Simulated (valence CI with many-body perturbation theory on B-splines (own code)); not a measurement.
# Si+: calculated level list

Level of theory: relativistic CI+MBPT: three valence electrons over a frozen Dirac-Fock core [Ne], radial functions for each j: 9 s, 9 p, 8 d, 6 f, 3 g, 1 h, with the one-electron correlation potential Σ1 (screened to all orders), the two-electron term Σ2, the three-electron term Σ3, Breit, model QED; selected single and double excitations, second order for the rest, scaled by the run's own slope (own B-spline code, finite nucleus).

Set against measurement, 30 paired levels are off by 62 cm⁻¹ on average, the worst by 149. These come from a selection out of the NIST Handbook of Basic Atomic Spectroscopic Data. Levels without a partner in it may be off by more.

Levels 1 to 34 of 34, with energies above the lowest level, 3s²3p ²P°_1/2. "Leading %" is the weight of the configuration and term that name the level; weights of strongly mixed levels are sums over their largest components and can fall short, so below about 35 % the name and the second component can differ from the true leading terms, or belong to a minority configuration. In the jj column 3d3/2^4 stands for four electrons in 3d with j = 3/2.

| No. | Configuration | Term | J | E (eV) | Leading % | Leading jj | Second component |
| --- | --- | --- | --- | --- | --- | --- | --- |
| 1 | 3s²3p | ²P° | 1/2 | 0.000 | 94 | 3s^2 3p1/2 (94 %) |  |
| 2 | 3s²3p | ²P° | 3/2 | 0.036 | 94 | 3s^2 3p3/2 (94 %) |  |
| 3 | 3s3p² | ⁴P | 1/2 | 5.294 | 98 | 3s 3p1/2^2 (44 %) |  |
| 4 | 3s3p² | ⁴P | 3/2 | 5.308 | 98 | 3s 3p1/2 3p3/2 (87 %) |  |
| 5 | 3s3p² | ⁴P | 5/2 | 5.329 | 98 | 3s 3p3/2^2 (64 %) |  |
| 6 | 3s3p² | ²D | 3/2 | 6.849 | 67 | 3s 3p1/2 3p3/2 (45 %) | 26 % 3s²3d ²D |
| 7 | 3s3p² | ²D | 5/2 | 6.851 | 67 | 3s 3p1/2 3p3/2 (44 %) | 26 % 3s²3d ²D |
| 8 | 3s²4s | ²S | 1/2 | 8.125 | 93 | 3s^2 4s (93 %) |  |
| 9 | 3s3p² | ²S | 1/2 | 9.514 | 94 | 3s 3p3/2^2 (62 %) |  |
| 10 | 3s²3d | ²D | 3/2 | 9.842 | 67 | 3s^2 3d3/2 (67 %) | 24 % 3s3p² ²D |
| 11 | 3s²3d | ²D | 5/2 | 9.844 | 67 | 3s^2 3d5/2 (67 %) | 24 % 3s3p² ²D |
| 12 | 3s²4p | ²P° | 1/2 | 10.067 | 93 | 3s^2 4p1/2 (93 %) |  |
| 13 | 3s²4p | ²P° | 3/2 | 10.074 | 93 | 3s^2 4p3/2 (93 %) |  |
| 14 | 3s3p² | ²P | 1/2 | 10.395 | 91 | 3s 3p1/2 3p3/2 (61 %) |  |
| 15 | 3s3p² | ²P | 3/2 | 10.421 | 91 | 3s 3p3/2^2 (52 %) |  |
| 16 | 3s²5s | ²S | 1/2 | 12.140 | 94 | 3s^2 5s (94 %) |  |
| 17 | 3s²4d | ²D | 3/2 | 12.526 | 92 | 3s^2 4d3/2 (92 %) |  |
| 18 | 3s²4d | ²D | 5/2 | 12.526 | 92 | 3s^2 4d5/2 (92 %) |  |
| 19 | 3s²4f | ²F° | 7/2 | 12.855 | 94 | 3s^2 4f7/2 (94 %) |  |
| 20 | 3s²4f | ²F° | 5/2 | 12.855 | 94 | 3s^2 4f5/2 (94 %) |  |
| 21 | 3s²5p | ²P° | 1/2 | 12.869 | 92 | 3s^2 5p1/2 (92 %) |  |
| 22 | 3s²5p | ²P° | 3/2 | 12.872 | 92 | 3s^2 5p3/2 (92 %) |  |
| 23 | 3s3p3d | ²D° | 3/2 | 13.468 | 55 | 3s 3p3/2 3d5/2 (26 %) | 38 % 3p³ ²D° |
| 24 | 3s3p3d | ²D° | 5/2 | 13.474 | 55 | 3p1/2 3p3/2^2 (38 %) | 38 % 3p³ ²D° |
| 25 | 3s²6s | ²S | 1/2 | 13.780 | 94 | 3s^2 6s (94 %) |  |
| 26 | 3s²5d | ²D | 3/2 | 13.930 | 93 | 3s^2 5d3/2 (93 %) |  |
| 27 | 3s²5d | ²D | 5/2 | 13.931 | 93 | 3s^2 5d5/2 (93 %) |  |
| 28 | 3s²5f | ²F° | 7/2 | 14.113 | 94 | 3s^2 5f7/2 (94 %) |  |
| 29 | 3s²5f | ²F° | 5/2 | 14.113 | 94 | 3s^2 5f5/2 (94 %) |  |
| 30 | 3s²6p | ²P° | 1/2 | 14.126 | 91 | 3s^2 6p1/2 (91 %) |  |
| 31 | 3s²6p | ²P° | 3/2 | 14.128 | 91 | 3s^2 6p3/2 (91 %) |  |
| 32 | 3s3p3d | ⁴F° | 3/2 | 14.155 | 92 | 3s 3p1/2 3d3/2 (68 %) |  |
| 33 | 3s²5g | ²G | 7/2 | 14.155 | 94 | 3s^2 5g7/2 (94 %) |  |
| 34 | 3s²5g | ²G | 9/2 | 14.155 | 94 | 3s^2 5g9/2 (94 %) |  |

Names give the largest LS component (configuration and term), which can be under half, so a name can repeat, a term be missing and a line seem to break the LS rules; names also repeat where a configuration has a term twice.

The ionisation energy to 3s² ¹S0 of the next ion comes out as 16.344 eV (NIST: 16.3458 eV (measured)). All 34 levels together are meant to be complete up to 14.156 eV.
